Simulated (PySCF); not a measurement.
A small calculation by hand: chemical shift, span and skew from a shielding tensor

Ti(F)3(Me) (CH₃F₃Ti), SMILES [F][Ti]([CH3])([F])[F], multiplicity 1. Atoms are numbered in the order given.

```xyz
8

Ti     0.0000     0.0000    -0.1085
F      1.4419     0.8325    -0.5921
F     -1.4419     0.8325    -0.5921
F      0.0000    -1.6649    -0.5921
C      0.0000     0.0000     1.9219
H      0.9027    -0.5212     2.2804
H     -0.9027    -0.5212     2.2804
H      0.0000     1.0424     2.2804
```

Geometry optimised at PBE0-D3(BJ)/def2-SVP. The multiplicity is an assumed one; no other spin state was optimised. The structure was generated by enumeration; whether it is a known compound was not checked.

GIAO shieldings from PBE/pcSseg-1 in PySCF, non-relativistic, no solvent. The symmetric part of the tensor of C5 has the principal values 78.7, 78.7, 182.6 ppm. The same nucleus in TMS has σ = 182.0 ppm at this level (PySCF, at its B3LYP-D3(BJ)/def2-TZVP geometry).

Task: Work out the isotropic shielding, the ¹³C shift against TMS, the span and the skew.

Result: 
σ(iso) = (σ11 + σ22 + σ33)/3 = 113.3 ppm. δ = σ(ref) − σ(iso) = 182.0 − (113.3) = 68.7 ppm.
Span Ω = σ33 − σ11 = 103.9 ppm. Skew κ = 3(σ(iso) − σ22)/Ω = 1.00, an axial tensor. Tumbling in solution averages the tensor to δ; in a static solid the shielding alone would spread this spin-1/2 line over Ω.
